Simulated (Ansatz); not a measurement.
Molecule: C2H2O (charge 0, singlet). SMILES: C#CO
Geometry: optimised at B3LYP-D3(BJ)/def2-TZVP (Ansatz, an electronic-structure program).

Property: vertical ionisation energy (to the doublet state of charge +1; each state is the SCF solution reached for its spin), in eV. Valence correlation only, unless marked. UHF or UKS for open shells. Spin-orbit coupling is left out. No relativistic terms. CBS marks a two-point X^-3 extrapolation of the correlation energy; Hartree-Fock from the larger set. The bracket is a focal-point correction in the basis named.

RI-MP2/CBS(aug-cc-pVTZ,aug-cc-pVQZ)+[CCSD(T)-MP2]/aug-cc-pVTZ (Ansatz) gives 10.30 eV.

**Question.** Another calculation gave 10.03 eV. Which level was it?
A. r2SCAN/def2-TZVPD (Ansatz)
B. wB97X-V/def2-TZVPD (Ansatz)
C. SVWN5/def2-TZVPD (Ansatz)

**Answer.** B, wB97X-V/def2-TZVPD (Ansatz). The others give 10.22 (SVWN5), 9.88 (r2SCAN) eV.
